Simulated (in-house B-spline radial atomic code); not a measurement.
Results of a calculation; reference values are marked as such.
## Two electrons in Ge: a parabolic dot with ħω = 0.288 meV in all three directions with a doubly ionised double donor at its centre

For Ge the NSM archive of the Ioffe Institute lists m_l = 1.6 m0, m_t = 0.08 m0 and ε = 16.2; the model takes one isotropic valley with the conductivity mass 3/(1/m_l + 2/m_t) = 0.117 m0, and so misses anisotropy and the other valleys. All triplets below are those of one valley; with several valleys two electrons can form a triplet in the 1s orbital itself, at an energy set by the valley splitting. Real donors also feel a central-cell potential, which shifts the ground state; some double donors stay shallow and helium-like, others are deep centres that this model can't describe.

Effective-mass model with parabolic bands, a uniform dielectric constant, no image charges, no central-cell or spin-orbit terms. Two-electron levels come from full CI in B-splines with partial waves to l = 5 (up to 0.001 effective hartree above the limit).

(1) What are the effective units, and what is the potential in them?

In these units the lowest s and p orbitals lie at -1.9998 and -0.4979, and their Coulomb and exchange integrals are J_ss = 1.2502, J_sp = 0.4875 and K_sp = 0.03445. Full CI gives -2.9028 for the ground singlet, -2.1262 for the sp triplet, -2.1156 for the sp singlet and -2.1690 for the lowest triplet of two s orbitals.

(2) What does it cost to add the second electron, to first order and exactly?

(3) How far above the singlet do the triplets lie?

Results:

(1) Ha* = 27211.386 meV × 0.117/16.2² = 12.13 meV and a* = 0.0529177 nm × 16.2/0.117 = 7.327 nm. The frequency is ω = 0.0237 Ha*, with −2/r added.

(2) To first order E = 2ε_s + J_ss = -2.7494, so the charging energy E(2) − 2E(1) is J_ss = 15.17 meV. CI gives -2.9028 − 2 × (-1.9998) = 1.0967, or 13.3 meV: relaxation and correlation lower it by 1.861 meV, 12.3 % of J_ss. The s² configuration of one-electron orbitals holds 92.5 % of the state, and the mean radius is 6.81 nm.

(3) To first order the sp triplet lies at ε_s + ε_p + J_sp − K_sp = -2.0446, which is 8.55 meV above 2ε_s + J_ss. CI gives -2.1262 − (-2.9028) = 0.7766, or 9.421 meV, 52 % of the orbital spacing of 18.22 meV. The ss triplet lies 8.902 meV up, so the lower of the two is the ss one, and its gap equals k_BT at 103 K. The sp singlet-triplet splitting is 0.1284 meV, against 2K_sp = 0.8357 meV.
